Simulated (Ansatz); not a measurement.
Geometry optimisation, Ansatz, DFT PBEsol, scalar-relativistic, plane waves, PAW.

Input file:

```yaml
crystal:
  lattice:
    - [0.0, 5.43, 5.43]
    - [5.43, 0.0, 5.43]
    - [5.43, 5.43, 0.0]
  atoms:
    - { symbol: Si, position: [0.0, 0.0, 0.0] }
    - { symbol: Si, position: [0.125, 0.125, 0.125] }
    - { symbol: Si, position: [0.0, 0.0, 0.5] }
    - { symbol: Si, position: [0.125, 0.125, 0.625] }
    - { symbol: Si, position: [0.0, 0.5, 0.0] }
    - { symbol: Si, position: [0.125, 0.625, 0.125] }
    - { symbol: Si, position: [0.0, 0.5, 0.5] }
    - { symbol: Si, position: [0.125, 0.625, 0.625] }
    - { symbol: Si, position: [0.5, 0.0, 0.0] }
    - { symbol: Si, position: [0.625, 0.125, 0.125] }
    - { symbol: Si, position: [0.5, 0.0, 0.5] }
    - { symbol: Si, position: [0.625, 0.125, 0.625] }
    - { symbol: Si, position: [0.5, 0.5, 0.0] }
    - { symbol: Si, position: [0.625, 0.625, 0.125] }
    - { symbol: Si, position: [0.5, 0.5, 0.5] }
    - { symbol: Si, position: [0.625, 0.625, 0.625] }
    - { symbol: B, position: [0.74378166, 0.74635311, 0.75348288], spin: 1.0 }
magnetization:
  spin_polarized: true
basis:
  ecutwfc: 420.0
kpoints:
  mp_grid: { grid: [2, 2, 2] }
hamiltonian:
  xc: pbesol
scf:
  occupations: { method: fermi_dirac, width: 0.05 }
  lower_state_search: "off"
relax:
  f_tol: 0.03
  max_steps: 60
  adjacent_minimum: "off"
```

Command:

```bash
$ ansatz run input.yaml --threads 2 --pin off --max-ram 5120MiB --backend cpu --events-out ev --progress --plain --runs-dir out
```

Q: Where does it end, and by what steps?

A: The forces met the threshold. Limits of this set-up: coarse k mesh. After 8 steps the energy has fallen by 0.140 eV; B17 moved furthest, 0.50 Å. Joined: Si13–B17.

```tsv
step	energy less start (eV)	largest force component (eV/Å)	accepted
0	0.0000	0.346	yes
1	-0.0531	0.159	yes
2	-0.0702	0.035	yes
3	-0.0717	0.041	yes
4	-0.0966	0.213	yes
5	-0.1008	0.695	yes
6	-0.1294	0.118	yes
7	-0.1360	0.060	yes
8	-0.1400	0.024	yes
```

```xyz
17
Lattice="0.0000 5.4300 5.4300 5.4300 0.0000 5.4300 5.4300 5.4300 0.0000" Properties=species:S:1:pos:R:3
Si 0.009 -0.004 0.070
Si 1.374 1.376 1.389
Si 2.696 2.737 0.020
Si 4.055 4.064 1.388
Si 2.706 0.029 2.763
Si 4.094 1.337 4.124
Si 5.398 2.726 2.761
Si 6.792 4.066 4.069
Si 0.041 2.727 2.748
Si 1.363 4.079 4.137
Si 2.707 5.407 2.742
Si 4.007 6.862 4.026
Si 2.733 2.695 5.436
Si 4.085 4.102 6.874
Si 5.389 5.452 5.361
Si 6.738 6.767 6.861
B 8.258 8.008 7.622
```

Whether the end is a true minimum wasn't checked by a vibrational analysis.

Run time: 76 s on 2 threads of Arm Neoverse V1, on a shared host, peak memory 0.72 GiB.
